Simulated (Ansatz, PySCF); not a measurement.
Lewis adduct: BH3 (SMILES B) (first 4 atoms) with CHN (SMILES C#N); geometry from B3LYP-D3(BJ)/def2-TZVP, rigid monomers moved along the line of their centres of mass till B1···N6 is 1.39 Å.
(charge 0, multiplicity 1):
```xyz
7

B     -0.0969     0.0482     0.7696
H      0.6659     0.9271     0.4507
H      0.2039    -1.0311     0.3220
H     -1.2557     0.3333     0.5912
C      0.1558    -0.1762     3.2759
N      0.0418    -0.0749     2.1452
H      0.2622    -0.2707     4.3319
```

Monomers are frozen at their geometry in the pair; levels with a basis set take the counterpoise correction.

Correlated levels freeze the cores. CBS(a, b) extrapolates the correlation energy as X⁻³ and adds the Hartree–Fock energy of set b.

Codes used: Ansatz (Gaussian orbitals); PySCF for the dispersion terms. Values without a source in brackets are computed.

The comparison value is -1016.9 meV (CCSD(T)/CBS(aug-cc-pVDZ, aug-cc-pVTZ)). It is a level with limits of its own, not the exact answer.

Task: Order these levels by how close they come to the comparison value for the interaction energy, closest first: PBE/def2-TZVPPD, PBE-D4/def2-TZVPPD, PBE0-D3(BJ)/def2-TZVPPD, B3LYP-D3(BJ)/def2-TZVPPD. Give each level's value less the comparison value.

Result: B3LYP-D3(BJ)/def2-TZVPPD (-250.8 meV), PBE0-D3(BJ)/def2-TZVPPD (-459.8 meV), PBE/def2-TZVPPD (-560.9 meV), PBE-D4/def2-TZVPPD (-607.0 meV)

Ansatz is a program for electronic structure.
